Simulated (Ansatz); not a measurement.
C₂H₄BN (`CBC#N`). The species carries charge 0 and has multiplicity 1.

| atom | x (Å) | y (Å) | z (Å) |
| --- | --- | --- | --- |
| C1 | 0.498 | -0.605 | -0.673 |
| B2 | -0.118 | 0.665 | -0.039 |
| C3 | -0.843 | 0.564 | 1.312 |
| N4 | -1.387 | 0.491 | 2.326 |
| H5 | -0.281 | -1.368 | -0.796 |
| H6 | 0.992 | -0.440 | -1.629 |
| H7 | 1.211 | -1.057 | 0.029 |
| H8 | -0.072 | 1.751 | -0.531 |

List the harmonic frequencies (cm⁻¹, unscaled) at PBE0-D4/def2-TZVP in Ansatz. (An estimate is asked.)

Ansatz gave: 114i, 187, 269, 483, 557, 765, 941, 967, 983, 1207, 1323, 1439, 1443, 2332, 2651, 3030, 3080, 3161.

Is this a minimum?

No: 1 imaginary mode, so it is a saddle point.
